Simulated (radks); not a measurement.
Numerical settings for the calcium ion Ca+, [Ar] 4s1. All-electron calculation, scalar-relativistic Kohn-Sham, SCAN, spin-unpolarised, spherical densities, finite nucleus; meta-GGA in the generalised Kohn-Sham scheme; Fermi nuclear charge, rms radius 3.4776 fm. Program: a radial shooting solver on a logarithmic mesh with Libxc functionals. The defaults (mesh step 0.008 in ln r, mesh end at 40 bohr or more with all orbitals vanishing there, Anderson mixing 0.5 over 9 steps, residual threshold near 1e-9 with the energy settled to 1e-9 hartree or 1e-11 of itself, here a cap of 60 iterations) give E = -680.376 hartree and 4s at -8.889 eV in 27 iterations. Run on one thread of a shared host, so times are rough (Arm Neoverse N1): 0.17 s of CPU time, 0.17 s wall, 27 iterations on 2259 mesh points. Changes against that run (0 stands for a change within the tolerance of the run):

[
 {"setting": "mesh step in ln r 0.005", "iterations": "60", "converged": "no", "E (mhartree)": "+0.944", "e(4s) (meV)": "-0.902", "CPU (s)": "0.54"},
 {"setting": "mesh step in ln r 0.003", "iterations": "60", "converged": "no", "E (mhartree)": "+0.864", "e(4s) (meV)": "-10.8", "CPU (s)": "1.1"},
 {"setting": "mesh step in ln r 0.12", "iterations": "60", "converged": "no", "E (mhartree)": "-2.24e+06", "e(4s) (meV)": "-5.11e+06", "CPU (s)": "0.17"},
 {"setting": "mesh end (bohr) 12", "iterations": "60", "converged": "no", "E (mhartree)": "+1.25", "e(4s) (meV)": "+0.337", "CPU (s)": "0.4"},
 {"setting": "mesh end (bohr) 8", "iterations": "31", "converged": "yes", "E (mhartree)": "+3.24", "e(4s) (meV)": "+165", "CPU (s)": "0.18"},
 {"setting": "residual threshold 1e-16", "iterations": "60", "converged": "no", "E (mhartree)": "0", "e(4s) (meV)": "0", "CPU (s)": "0.31"},
 {"setting": "residual threshold 0.01", "iterations": "18", "converged": "yes", "E (mhartree)": "0", "e(4s) (meV)": "-0.0472", "CPU (s)": "0.12"},
 {"setting": "mixing 1", "iterations": "27", "converged": "yes", "E (mhartree)": "0", "e(4s) (meV)": "0", "CPU (s)": "0.17"},
 {"setting": "linear mixing, mixing 0.5", "iterations": "60", "converged": "no", "E (mhartree)": "-1.5e+06", "e(4s) (meV)": "-1.38e+05", "CPU (s)": "0.44"},
 {"setting": "linear mixing, mixing 1", "iterations": "60", "converged": "no", "E (mhartree)": "-2.94e+06", "e(4s) (meV)": "-4.19e+05", "CPU (s)": "0.6"},
 {"setting": "mixing history 2", "iterations": "42", "converged": "yes", "E (mhartree)": "0", "e(4s) (meV)": "0", "CPU (s)": "0.23"},
 {"setting": "iteration cap 5", "iterations": "5", "converged": "no", "E (mhartree)": "+0.291", "e(4s) (meV)": "+31.3", "CPU (s)": "0.04"}
]

Settings that end as converged yet miss the energy by more than 1 mhartree: mesh end (bohr) 8 (+0.00324 hartree). A mesh that ends early acts as a hard wall.
